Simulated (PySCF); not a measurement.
# Two-photon absorption: `N#Cc1ccc(Cl)cc1`, C$_{7}$H$_{4}$ClN

Geometry:
```
atom   x (Å)   y (Å)   z (Å)
  N1   3.311  -0.765  -0.336
  C2   2.182  -0.538  -0.202
  C3   0.788  -0.256  -0.035
  C4   0.335   1.071  -0.049
  C5  -1.016   1.348   0.112
  C6  -1.916   0.296   0.287
 Cl7  -3.595   0.642   0.487
  C8  -1.479  -1.030   0.303
  C9  -0.128  -1.304   0.142
 H10   1.048   1.886  -0.187
 H11  -1.381   2.376   0.103
 H12  -2.201  -1.836   0.441
 H13   0.226  -2.337   0.152
```

The calculation used TDDFT CAM-B3LYP/aug-cc-pVDZ excited states, vertical, gas phase (PySCF). Geometry: PBE0-D3(BJ)/def2-SVP.

Singlets 7 and 8 lie within 0.01 eV of each other, so their separate moments and overlaps can depend on how they mix.

(1) Give the one- and two-photon strengths of the lowest singlets.

Answers

(1) δ for parallel linear polarisation; σ at the peak of a Lorentzian of half width 0.1 eV, single beam; Ω is circular over linear.
```
state  E (eV)      f  photon λ (nm)  δ (au)  σ (GM)     Ω                                main
   S1    5.11  0.000            485     1.1    0.01  1.50  HOMO→LUMO+1 0.54, HOMO−1→LUMO 0.44
   S2    5.38  0.355            461    91.2    0.97  0.79                      HOMO→LUMO 0.90
   S3    6.43  0.320            386     2.2    0.03  1.50  HOMO−1→LUMO 0.53, HOMO→LUMO+1 0.44
   S4    6.54  0.000            379    2.73    0.04  1.50                    HOMO→LUMO+2 0.72
   S5    6.60  0.000            375    <0.1    0.00     –                    HOMO−4→LUMO 0.84
   S6    6.78  0.638            366     1.3    0.02  0.57                  HOMO−1→LUMO+1 0.87
```

Among these, the strongest one-photon state is S6, the strongest two-photon state S2, with a dipole change of 1.4 D (relaxed, norm of the difference vector).
